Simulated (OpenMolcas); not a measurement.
# neutral chlorine: terms and fine structure

* Program: OpenMolcas
* Method: RASSCF
* Basis: ANO-RCC-VQZP [6s5p3d2f1g]
* Scalar Hamiltonian: DKH2, point nucleus
* Active space: 7 electrons in 9 orbitals (RAS2 3s 3p; RAS3 3d, at most 2 electrons)
* State averaging: 2S+1 = 2 odd, 3 roots; 2S+1 = 2 even, 1 root
* Spin-orbit coupling: state interaction with AMFI integrals over the reference wave functions, term energies averaged over their components

With spin-orbit coupling, above the lowest level:

```
Configuration  Term    J  E (cm-1)  Measured (cm-1)      g  Term weight %
      3s2 3p5   2P*  3/2       0.0              0.0  1.334            100
      3s2 3p5   2P*  1/2       785              882  0.666            100
       3s 3p6    2S  1/2     92031            85679  2.002            100
```

Against the 2 measured excited levels shown (NIST Handbook of Basic Atomic Spectroscopic Data) the mean absolute deviation is 3200 cm-1; the largest miss in energy is 3s 3p6 2S 1/2: computed 92031, measured 85679 cm-1 (+7.4 %), and the largest in proportion 3s2 3p5 2P* 1/2 (-11.0 %).

Spin-orbit coupling puts the lowest level 262 cm-1 below the lowest spin-free term.

Without dynamic correlation excited terms often stand tens of per cent too high (terms of higher spin than the ground term too low), and those without a measured partner can miss by more than the paired ones. Configurations are named by rounded mean occupations; where the s occupation lies near a half they are strongly mixed, a name can repeat and a true partner stay unpaired. Some terms take much of their weight from 3d, a shell meant for correlation, so their names are nominal. Some terms mix strongly with configurations of 3d, whose occupation reaches 0.38 (3s 3p6 2S). Measured partners are found by configuration, term and J. A level has none where our copy of the source lacks it or the pairing is in doubt (some pairs that miss far off the trend of their configuration count as doubtful), and it then counts in no deviation. Only configurations of the active space appear. The first state left out of the spin-orbit step lies near 130000 cm-1 above the lowest spin-free state of the reference (among the parities and spins computed), and the list stops at four fifths of that energy or lower.

The term weight is that of the spin-free term in the level, not the purity of its configuration. * marks odd parity.
